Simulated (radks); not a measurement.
Problem. The table gives one normalised radial function P(r) = r R(r) of V2+ in [Ar] 3d3 (r in bohr). All-electron calculation, scalar-relativistic Kohn-Sham, PBE, spin-unpolarised, spherical densities, point nucleus. Program: a radial shooting solver on a logarithmic mesh with Libxc functionals.

r,P
0.009609,0.0037
0.01101,0.0047
0.01261,0.0060
0.01445,0.0077
0.01656,0.0099
0.01897,0.0125
0.02173,0.0159
0.0247,0.0198
0.0283,0.0249
0.03242,0.0311
0.03714,0.0386
0.04255,0.0475
0.04875,0.0580
0.05585,0.0701
0.06348,0.0829
0.07273,0.0978
0.08332,0.1137
0.09546,0.1296
0.1094,0.1448
0.1253,0.1576
0.1436,0.1662
0.1632,0.1687
0.1869,0.1632
0.2142,0.1470
0.2454,0.1185
0.2811,0.0770
0.3221,0.0231
0.369,-0.0407
0.4194,-0.1056
0.4805,-0.1736
0.5505,-0.2326
0.6306,-0.2741
0.7225,-0.2894
0.8278,-0.2722
0.9484,-0.2196
1.078,-0.1392
1.235,-0.0262
1.415,0.1063
1.621,0.2465
1.857,0.3810
2.128,0.4958
2.438,0.5776
2.77,0.6154
3.174,0.6084
3.636,0.5546
4.166,0.4640
4.773,0.3539
5.468,0.2441
6.265,0.1509
7.121,0.0860
8.158,0.0415
9.346,0.0173
10.71,0.0061

Which n and l does it have? It may be an empty orbital.

Solution. n = 4, l = 1: the number of nodes gives n - l - 1 = 2, the rise at small r (about r^(l+1)) gives l, and the extent must fit the shell. The curve is that of 4p. 4p (empty): eigenvalue -12.963 eV, 2 radial nodes at r = 0.339, 1.27 bohr, <r> = 3.31 bohr, 90 % of the charge inside 4.85 bohr.
